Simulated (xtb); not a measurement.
CH8FNOSi2, SMILES FC[Si@H](O)[SiH2]N. All values are semi-empirical tight-binding results from xtb (GFN2-xTB unless named), good for trends rather than for accurate numbers. Coordinates come from a GFN2-xTB optimisation. The structure was generated by enumeration; whether it is a known compound was not checked. The values are those of a single conformer.

```
Quantity                                        Result
---------------------------------------  -------------
orbital gap                                    4.40 eV
dipole moment                                   3.76 D
zero-point energy                        58.0 kcal/mol
G − E(el) at 298.15 K (modified RRHO)    35.5 kcal/mol
static polarisability (D4 model)            85.7 bohr³
solvation energy, GFN2-xTB/ALPB(water)   -8.6 kcal/mol
solvation energy, GFN2-xTB/ALPB(hexane)  -4.8 kcal/mol
```
